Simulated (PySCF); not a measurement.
**Electron correlation in Sb²⁺ (antimony, charge +2)**

[Kr] 4d10 5s1 5p2, high-spin 4P determinant (an excited configuration). Computed with PySCF 2.14 in def2-QZVPPD with the def2 core potential (28 electrons) (8s6p5d4f1g, 88 functions), with scalar relativity through the core potential. Frozen: 4s2 4p6 4d10; 3 electrons correlated.

```
  level  correlation energy (mhartree)
   CCSD                         -11.14
    (T)                          -0.06
CCSD(T)                         -11.20
```

Diagnostics: T1 = 0.0020, D1 = 0.0044, largest double amplitude 0.036.

Cost of the coupled-cluster step: roughly 8 core-seconds, for 3 correlated electrons.
